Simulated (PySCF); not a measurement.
Diatomic cations of F with group 14

HF with triple-zeta basis sets in PySCF, for the lowest determinant that a PBE0 search found; no spin–orbit coupling. De refers to high-spin ground-configuration atoms (the charge goes to the atom of lower measured ionisation energy or higher electron affinity, which is not always the lowest computed limit). A positive dipole points towards F; it is taken about the centre of mass and depends on that origin.

```
 M        basis  reference  charged atom  state (unpaired electrons)  Re (Å)  ωe (cm⁻¹)  De (eV)  μ (D)
 C  def2-TZVPPD        RHF            C+      singlet (closed shell)   1.132       1973     5.45  -1.23
Si  def2-TZVPPD        RHF           Si+      singlet (closed shell)   1.512       1111     4.91  -3.50
Ge  def2-TZVPPD        RHF           Ge+      singlet (closed shell)   1.652        866     3.76  -2.93
Sn  def2-TZVPPD        RHF           Sn+      singlet (closed shell)   1.852        733     3.17  -3.51
```

The shortest bond is that of CF⁺ (1.132 Å), the longest that of SnF⁺ (1.852 Å). CF⁺ is bound most strongly (5.45 eV) and SnF⁺ least (3.17 eV).

Down a group the atoms grow and get heavier, so bonds lengthen and wavenumbers fall; this series shows no clear exception.

These are scalar-relativistic numbers at best; spin–orbit coupling would shift them, the dissociation energy most. For an ion De counts to the pair picked by the measured ionisation energies or electron affinities, which need not be the lowest pair at this level. Where the molecule has an RHF reference, its open-shell atoms are computed with UHF. Hartree–Fock leaves out correlation, which carries a large part of most bond energies and some tenths to 1 eV of ionisation energies.
